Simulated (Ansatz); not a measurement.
A structure relaxed at PBE0-D4/def2-TZVP, charge 0, multiplicity 1:

Cartesian coordinates in Å:
```
F 1.337 1.263 1.244
C 1.128 0.516 0.107
O 1.030 -0.836 0.452
Si -0.586 -1.301 0.355
Ge -0.735 0.839 -0.643
H 1.997 0.668 -0.538
H -0.717 -2.534 -0.463
H -1.188 -1.552 1.691
H -0.775 0.914 -2.177
H -1.491 2.023 -0.029
```

(1) Give its formula and SMILES.

(2) Summarise the bond lengths by kind.

Results:

(1) CH5FGeOSi, `F[CH]1O[SiH2][GeH2]1`.

(2) 1 × C–F 1.377 Å; 1 × C–O 1.398 Å; 1 × C–Ge 2.034 Å; 1 × C–H 1.093 Å; 1 × O–Si 1.685 Å; 1 × Ge–Si 2.366 Å; 2 × H–Si 1.485 to 1.486 Å; 2 × Ge–H 1.533 to 1.536 Å.

Program: Ansatz 0.2.0.
